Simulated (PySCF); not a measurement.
**The third ionisation energy along the halogens**

All values are computed (PySCF 2.14, energy differences of UHF-based or UKS calculations, no spin-orbit coupling). Values in eV. The last column holds reference values (NIST; (s) semi-empirical, (t) theoretical, else measured). Unmarked ones compare directly (S terms, centres of terms, or small fine structure); those marked * lie between the lowest fine-structure levels and include a spin-orbit shift.

```tsv
element	configurations	UHF	MP2 (valence)	SCS-MP2 (valence)	CCSD (valence)	CCSD(T) (valence)	reference
Cl (x2c-SVPall, spin-free X2C)	[Ne] 3s2 3p3 → [Ne] 3s2 3p2	38.917	39.346	39.183	39.259	39.260	39.8 ± 0.11 (s) *
Br (x2c-SVPall, spin-free X2C)	[Ar] 3d10 4s2 4p3 → [Ar] 3d10 4s2 4p2	34.606	34.978	34.843	34.923	34.927	34.871 ± 0.019 *
I (x2c-SVPall, spin-free X2C)	[Kr] 4d10 5s2 5p3 → [Kr] 4d10 5s2 5p2	29.920	30.188	30.092	30.155	30.158	29.57 ± 0.025 *
```

"Valence" correlates the outer s and p shells and, in groups 3 to 12 and the f block, the outer d or f shell, open or full, or the next shell where the ion has no valence electron left; the wider scheme adds the next inner shell.
